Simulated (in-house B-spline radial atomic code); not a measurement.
**How G0W0 and RPA depend on the start: Ti⁷⁺**

Configuration [Ne] 3s2 3p3, highest spin. Computed with a B-spline radial code for spherical atoms: all electrons, scalar-relativistic (spin-free one-electron X2C), finite nucleus, each spin shell either full or empty, empty states to l = 9 with an (l + 1/2)⁻⁴ tail; G0W0 by contour deformation at full frequency.

```json
{"start": "Hartree-Fock", "mean-field 3p up (eV)": "-169.11", "G0W0 (eV)": "-169.65", "QP weight": "0.976", "RPA correlation (Eh)": "-0.88184"}
{"start": "LDA VWN5", "mean-field 3p up (eV)": "-157.44", "G0W0 (eV)": "?", "QP weight": "?", "RPA correlation (Eh)": "?"}
{"start": "PBE", "mean-field 3p up (eV)": "-157.64", "G0W0 (eV)": "-169.17", "QP weight": "0.953", "RPA correlation (Eh)": "-0.98897"}
{"start": "PBE0", "mean-field 3p up (eV)": "-160.78", "G0W0 (eV)": "-169.33", "QP weight": "0.962", "RPA correlation (Eh)": "-0.95684"}
{"start": "r2SCAN", "mean-field 3p up (eV)": "-158.82", "G0W0 (eV)": "-169.32", "QP weight": "0.957", "RPA correlation (Eh)": "-0.97199"}
{"start": "HSE06", "mean-field 3p up (eV)": "-160.33", "G0W0 (eV)": "-169.32", "QP weight": "0.961", "RPA correlation (Eh)": "-0.96"}
{"start": "B3LYP (VWN-RPA)", "mean-field 3p up (eV)": "-160.05", "G0W0 (eV)": "-169.29", "QP weight": "0.960", "RPA correlation (Eh)": "-0.96345"}
{"start": "SCAN", "mean-field 3p up (eV)": "-158.86", "G0W0 (eV)": "-169.30", "QP weight": "0.957", "RPA correlation (Eh)": "-0.97164"}
{"start": "TPSS", "mean-field 3p up (eV)": "-158.02", "G0W0 (eV)": "-169.21", "QP weight": "0.954", "RPA correlation (Eh)": "-0.98285"}
{"start": "BHandHLYP", "mean-field 3p up (eV)": "-163.61", "G0W0 (eV)": "-169.44", "QP weight": "0.968", "RPA correlation (Eh)": "-0.92928"}
{"start": "CAM-B3LYP", "mean-field 3p up (eV)": "-162.04", "G0W0 (eV)": "-169.36", "QP weight": "0.964", "RPA correlation (Eh)": "-0.9488"}
{"start": "LC-wPBE", "mean-field 3p up (eV)": "-163.31", "G0W0 (eV)": "-169.40", "QP weight": "0.966", "RPA correlation (Eh)": "-0.94664"}
{"start": "wB97X", "mean-field 3p up (eV)": "-163.09", "G0W0 (eV)": "-169.35", "QP weight": "0.967", "RPA correlation (Eh)": "-0.94207"}
{"start": "PBEsol", "mean-field 3p up (eV)": "-157.48", "G0W0 (eV)": "-169.19", "QP weight": "0.953", "RPA correlation (Eh)": "-0.98944"}
{"start": "BLYP", "mean-field 3p up (eV)": "-157.38", "G0W0 (eV)": "-169.14", "QP weight": "0.953", "RPA correlation (Eh)": "-0.98954"}
{"start": "r2SCAN0", "mean-field 3p up (eV)": "-161.61", "G0W0 (eV)": "-169.42", "QP weight": "0.964", "RPA correlation (Eh)": "-0.94591"}
{"start": "LDA exchange-only", "mean-field 3p up (eV)": "-156.00", "G0W0 (eV)": "?", "QP weight": "?", "RPA correlation (Eh)": "?"}
```

(1) What G0W0 level, weight and RPA correlation energy follow from the LDA VWN5 start?

(2) What G0W0 level, weight and RPA correlation energy follow from the LDA exchange-only start?

(3) How much of the dependence on the start does G0W0 remove?

Results:

(1) G0W0 level -169.21 eV, weight 0.952, RPA correlation -0.99075 hartree.

(2) G0W0 level -169.23 eV, weight 0.951, RPA correlation -0.99018 hartree.

(3) The mean-field levels span 13.1 eV and the G0W0 levels 0.509 eV. Against 170.5 ± 0.4 eV (NIST, semi-empirical) the G0W0 removal energies are off by -1.36 to -0.85 eV, with spin-orbit coupling, Breit and QED terms left out.
